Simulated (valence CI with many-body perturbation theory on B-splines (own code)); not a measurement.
A CI+MBPT run for Pt¹³⁺

Calculated by valence CI with perturbative core correlation (CI+MBPT): five valence electrons over a frozen Dirac-Fock core [Kr] 4d10 4f14, radial functions for each j: 11 s, 11 p, 10 d, 8 f, 5 g, 2 h, with the one-electron correlation potential Σ1 (screened to all orders), the two-electron term Σ2, the three-electron term Σ3, Breit, model QED; selected single and double excitations, second order for the rest, scaled by the run's own slope (own B-spline code, finite nucleus).

Command, and the settings that its task file holds:

```sh
python run_cv.py task.json out
```

```
atom Pt  Z=78  mass_number=195  rms_radius_fm=5.4270
core [Kr] 4d10 4f14
valence 5s2 5p3
avg = 1
basis = M
breit = 1
cap = 32000
capref = 2000
cscale = 1
de = 0.0
dress = 0
eps = 2e-08
extrap = 1
h = 0.27
hh = 1
l2 = 3
lcore = 6
maxit = 60
n2 = 5
natural = 1
nlev = 150
nno = [5, 5, 5, 4, 2, 1]
nroot = 36
nsp = [6, 6, 5, 4, 3, 1]
pt2 = 1
qed = 1
rpa = 1
s1 = 1
s2 = 1
s3 = 1
screen = 1
tol = 2e-05
whole = 1
```

**Question.** Roughly how long does this run take on one core of Arm Neoverse V2, and how much memory?

**Answer.** 110 s on 1 thread of Arm Neoverse V2, on a shared host, peak memory 0.91 GiB.

Log. The first blocks belong to the next ion, which gives the ionisation energy. Fields: 2J, parity (1 odd), roots, reference size, generating configurations, candidates as configurations/state functions, variational space P, stored matrix elements, Davidson steps; e2 is the range of second-order energies in hartree. The first line gives the box (bohr), its intervals, the orbitals and the steps of their self-consistent field. Window is the range of levels sought, series limit the energy at which the first omitted orbital would enter, core excitation an estimate of the first excitation out of the core, left out the lowest levels not solved, and shifts from estimates the range by which levels moved from their first estimate, all in cm⁻¹.

```
rmax 20.0 intervals 64 orbitals 83 references ['5s2 5p3', '5s 5p4', '5s2 5p2 5d', '5p5', '5s 5p3 5d'] scf 6 t 1.8
2J=0 par=0 roots 2 ref 16 generators 9 cand 19869/33958 P 2314/3200 nnz 1.4e+06 it 5
2J=0 par=0 roots 2 ref 16 generators 13 cand 24474/43449 P 4180/6161 nnz 3.4e+06 it 5
   second order: generators 34 cand 54944/105391 e2 -0.00006 -0.00004
reference levels 1299, estimated 4, window 167504 1/cm; series limit 1860105, core excitation 209380
2J=3 par=1 roots 2 ref 107 generators 7 cand 25781/219578 P 1705/6398 nnz 5.5e+06 it 4
2J=3 par=1 roots 2 ref 107 generators 16 cand 54019/533696 P 5977/27575 nnz 8e+07 it 6
   second order: generators 35 cand 99137/1161289 e2 -0.00025 -0.00020
2J=5 par=1 roots 1 ref 103 generators 4 cand 24992/266308 P 1275/6397 nnz 6.3e+06 it 4
2J=5 par=1 roots 1 ref 103 generators 12 cand 50843/614903 P 4199/24712 nnz 7.7e+07 it 5
   second order: generators 24 cand 90917/1269125 e2 -0.00031 -0.00031
2J=1 par=1 roots 1 ref 68 generators 5 cand 23428/101185 P 1947/6397 nnz 5.9e+06 it 5
2J=1 par=1 roots 1 ref 68 generators 12 cand 43183/247541 P 4502/16060 nnz 2.8e+07 it 5
   second order: generators 24 cand 87384/636859 e2 -0.00021 -0.00021
left out: unestimated 312638, estimated none, shifts from estimates -10 to 12
operators 10.0
```

The Davidson iterations converged.

No measured levels were compared; by estimate levels hold to about 250 cm⁻¹ or 0.2 % of their energy and the worst to 1 %, as in measured heavy ions of charge 2 to 7. The list stops below the first excitations out of the core. Only levels of the ground parity were solved; by the run's estimate the other parity begins above the list, which can be wrong where configurations are misplaced.

```yaml
Valence_energy: -66.82154 hartree
Ionisation_energy: "285.18 eV (NIST: 293 ± 15 eV (theoretical))"
Reference_configurations_for_the_orbitals: 5s2 5p3, 5s 5p4, 5s2 5p2 5d, 5p5, 5s 5p3 5d
Radial_orbitals: 83
Box_radius: 19.99 bohr
Largest_variational_space: 27575
Lowest_levels: (5s^2 5p1/2^2 5p3/2) J=3/2 0.0, (5s^2 5p1/2 5p3/2^2) J=3/2 134520, (5s^2 5p1/2 5p3/2^2) J=5/2 152310 cm⁻¹
```

Levels are named by their leading jj configuration (3d3/2^4 stands for four electrons in 3d with j = 3/2), which in mixed levels can hold well under half, so a name can repeat and another be missing.
